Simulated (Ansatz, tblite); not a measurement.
Removing and adding an electron: Ge₂Sb (the lowest doublet isomer of a short search). The state is a doublet with charge 0. Geometry: PBE0-D4/def2-TZVP. Ansatz, gas phase; energy differences of separate SCF runs; the oxidised species is a triplet (the singlet lies 0.37 eV higher at PBE0-D4/def2-TZVP); the reduced species is a singlet (the triplet lies 1.18 eV higher at PBE0-D4/def2-TZVPD).

```xyz
3

Sb    0.375   -1.323    0.499
Ge   -0.406    1.053    0.960
Ge    0.031    0.270   -1.459
```

In the def2 sets Sb takes a core potential; there is no spin–orbit coupling. The xTB rows come from tblite. The structure comes from a short search, and lower isomers may exist.

**Question.** Estimate orbital energies and vertical ionisation energies and electron affinities at: GFN1-xTB; GFN2-xTB; PBE-D4/def2-TZVP; PBE-D4/def2-TZVPD; r2SCAN-D4/def2-TZVP; r2SCAN-D4/def2-TZVPD; PBE0-D4/def2-TZVP; PBE0-D4/def2-TZVPD.

**Answer.** 
| level | −HOMO (eV) | vertical IE (eV) | −LUMO (eV) | vertical EA (eV) | HOMO–LUMO gap (eV) | IE − EA (eV) | remarks |
| --- | --- | --- | --- | --- | --- | --- | --- |
| GFN1-xTB | – | 11.97 | – | 7.71 | – | 4.26 | – |
| GFN2-xTB | – | 11.49 | – | 10.33 | – | 1.16 | – |
| PBE-D4/def2-TZVP | 5.19 | 7.81 | 4.58 | – | 0.61 | – | – |
| PBE-D4/def2-TZVPD | 5.22 | – | 4.61 | 2.21 | 0.61 | – | HOMO above zero (-1 singlet) |
| r2SCAN-D4/def2-TZVP | 5.47 | 7.93 | 4.39 | – | 1.08 | – | – |
| r2SCAN-D4/def2-TZVPD | 5.48 | – | 4.40 | 2.23 | 1.08 | – | – |
| PBE0-D4/def2-TZVP | 6.07 | 7.89 | 3.84 | – | 2.23 | – | – |
| PBE0-D4/def2-TZVPD | 6.08 | – | 3.86 | 2.25 | 2.23 | – | – |

   A HOMO above zero means that the electron is unbound at that level or that self-interaction error raises the level; the energy of removing that electron tells which. HOMO and LUMO are the levels of the spin that leaves or enters (xTB has no such levels and no spin-polarisation term). Other spin states of the ions may lie lower, which would lower the ionisation energy or raise the affinity. Raw xTB energy differences between charge states are shifted by several eV; the methods need an empirical correction for them.
